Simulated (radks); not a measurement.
Species: Xe6+. Configuration: [Kr] 4d10 5s2 (the NIST ground configuration). Method: Dirac Kohn-Sham, BLYP, spin-unpolarised, spherical densities, finite nucleus; Fermi nuclear charge, rms radius 4.7859 fm; computed with a radial shooting solver on a logarithmic mesh with Libxc functionals.

Normalised radial functions P(r) = r R(r) (large component), r in bohr:

r,4s1/2,4p3/2,4d5/2
0.00186,0.1148,0.0030,0.0000
0.002442,0.1424,0.0051,0.0000
0.00323,0.1756,0.0086,0.0001
0.004274,0.2131,0.0146,0.0002
0.00561,0.2517,0.0239,0.0004
0.007423,0.2895,0.0394,0.0008
0.009822,0.3181,0.0639,0.0019
0.01289,0.3261,0.1001,0.0039
0.01706,0.2989,0.1544,0.0084
0.02257,0.2181,0.2291,0.0176
0.02963,0.0761,0.3193,0.0351
0.0392,-0.1307,0.4174,0.0686
0.05186,-0.3583,0.4888,0.1279
0.06808,-0.5139,0.4805,0.2201
0.09007,-0.4848,0.3291,0.3548
0.1192,-0.1769,0.0035,0.5120
0.1564,0.3231,-0.4090,0.6325
0.207,0.7494,-0.7185,0.6266
0.2739,0.6873,-0.6331,0.3872
0.3595,0.0252,-0.0691,-0.0857
0.4756,-0.8913,0.7433,-0.6772
0.6293,-1.3870,1.2751,-1.1054
0.826,-1.1935,1.2215,-1.1613
1.093,-0.6453,0.7656,-0.8824
1.446,-0.2170,0.3145,-0.4870
1.898,-0.0443,0.0831,-0.1921
2.511,-0.0043,0.0115,-0.0465
3.323,-0.0002,0.0007,-0.0061
4.362,0.0000,0.0000,-0.0004
5.771,0.0000,0.0000,0.0000

4s1/2: eigenvalue -272.68 eV, 3 radial nodes at r = 0.0331, 0.132, 0.362 bohr, <r> = 0.715 bohr, 90 % of the charge inside 1.03 bohr. 4p3/2: eigenvalue -212.65 eV, 2 radial nodes at r = 0.119, 0.368 bohr, <r> = 0.770 bohr, 90 % of the charge inside 1.12 bohr. 4d5/2: eigenvalue -133.30 eV, 1 radial node at r = 0.345 bohr, <r> = 0.867 bohr, 90 % of the charge inside 1.31 bohr.
